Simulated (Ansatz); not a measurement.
Reaction (cleavage of the Si–Si bond): `O[Si](F)([SiH3])[SiH3]` + `OC(F)[SiH3]` → `FC([SiH3])O[SiH3]` + `O[SiH](F)[SiH3]`

Computed with Ansatz on PBE0-D4/def2-TZVP structures; ΔE is electronic, products minus reactants. CCSD(T)/CBS adds triple-zeta CCSD(T) − MP2 to the extrapolated MP2 energy (def2 sets, frozen cores). DFT in def2-TZVPP. B3LYP here is the variant with VWN-RPA as its local correlation; programs differ in this. Each species was taken in one conformer, which may not be the lowest.

CCSD(T)/CBS gives -21.4 kcal/mol.

(1) Another level gave -14.6 kcal/mol. Which?
A. CCSD(T)/def2-TZVPP
B. B3LYP-D4/def2-TZVPP
C. PBE0-D4/def2-TZVPP
D. PBE-D4/def2-TZVPP

Largest T1 diagnostic among the species: 0.013.

Answers

(1) D. PBE-D4 -14.6, B3LYP-D4 -20.8, PBE0-D4 -16.7, CCSD(T)/def2-TZVPP -21.8 kcal/mol.

In def2-TZVPP, CCSD(T) changes the Hartree–Fock value by +5.6 kcal/mol (the triples alone add +0.8 kcal/mol) and MP2 by +3.7 kcal/mol. From PBE to PBE0 (25 % exact exchange), in def2-TZVPP and without D4, ΔE moves by −2.0 kcal/mol.

CCSD(T)/CBS has its own doubt, a few kJ/mol and more with outer-core shells, so smaller differences from it don't rank the levels.
